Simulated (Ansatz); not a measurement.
Program: Ansatz. Geometries: PBE0-D4/def2-TZVP. ΔE: electronic, gas phase. CCSD(T)/CBS adds triple-zeta CCSD(T) − MP2 to the extrapolated MP2 energy (def2 sets, frozen cores). DFT in def2-TZVPP. def2 core potentials past Kr. For Te outer-core shells are correlated without core-valence functions, which leaves a few kJ/mol of doubt a bond. Each species was taken in one conformer, which may not be the lowest.

Reaction (ligand exchange at the Si–Te bond): `B[Te][SiH2]N` + silanol → `N[SiH2]O[SiH3]` + `B[TeH]`

```csv
level,ΔE (kJ/mol),difference from CCSD(T)/CBS
LDA (SPW92),-55.7,10.4
PBE-D4,-48.8,17.3
revPBE-D4,-48.6,17.5
B97M-V,-76.9,-10.8
r2SCAN0-D4,-66.1,0.0
r2SCAN0,-66.8,-0.7
CCSD/def2-SVP,-70.5,-4.4
MP2/def2-TZVPP,-64.0,2.1
MP2/CBS(def2),-58.7,7.4
CCSD/CBS(def2),-71.2,-5.1
CCSD(T)/CBS,-66.1,0
```

Largest T1 diagnostic among the species: 0.015.

From BLYP to BHLYP (50 % exact exchange), in def2-TZVPP and without D4, ΔE moves by −13.0 kJ/mol. The D4 term adds +4.7 kJ/mol with B3LYP and +2.5 kJ/mol with PBE0; it sums over pairs of atoms, weighted by their polarisabilities, and B3LYP, whose exchange is more repulsive, gets the larger term. In def2-TZVPP, CCSD(T) changes the Hartree–Fock value by +23.3 kJ/mol (the triples alone add +5.1 kJ/mol) and MP2 by +30.7 kJ/mol.

B3LYP here is the variant with VWN-RPA as its local correlation; programs differ in this.
